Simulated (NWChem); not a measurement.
## Basis-set convergence for H$_{2}$GeO$_{2}$

```xyz
5

Ge     0.0000     0.0000     0.4286
O     -1.3185     0.0000    -0.8113
H     -2.1883     0.0000    -0.3672
O      1.3185     0.0000    -0.8113
H      2.1883     0.0000    -0.3672
```
Charge 0, spin multiplicity 1.

Program: NWChem. Structure: optimised with PBE/def2-SVP, a minimum by its harmonic frequencies. It is one conformer; others weren't searched.

Quantity: first vertical ionisation energy at the level G0W0@PBE.

The Hamiltonian is non-relativistic. GW and range-separated runs recompute their integrals, the others keep them in memory, which bears on the times. The structure started from a generated list of species.

The cost column gives rough processor time relative to def2-SVP; each entry includes its own SCF.

```csv
basis,functions,first vertical ionisation energy (eV),relative cost
def2-SVP,70,8.68,1
def2-SVPD,100,8.94,under 3
def2-TZVPP,138,9.23,5
def2-QZVP,249,9.45,50
```

Smallest basis within 0.05 eV of def2-QZVP, the largest set run: no smaller one. def2-QZVP isn't the basis-set limit itself, and a small set can land close by cancellation.
